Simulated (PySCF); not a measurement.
**Excitation energy of Mg⁺ by level of theory**

Mg⁺ [Ne] 3s1 (2S) → Mg⁺ [Ne] 3p1 (2P), as a difference of total energies. Computed with PySCF 2.14 in aug-cc-pCVDZ, with the non-relativistic Hamiltonian (point nucleus). Correlated levels: nothing frozen. The calculations carry no spin-orbit coupling.

```
                 method  excitation energy (eV)  error (eV)
                    UHF                   4.286      -0.144
    MP2 (all electrons)                   4.323      -0.107
SCS-MP2 (all electrons)                   4.311      -0.119
   CCSD (all electrons)                   4.320      -0.110
CCSD(T) (all electrons)                   4.320      -0.110
```

Reference: 4.43 eV (measured; NIST levels, between the centres of gravity of the two terms).

Errors of the correlated levels include the incompleteness of this basis.
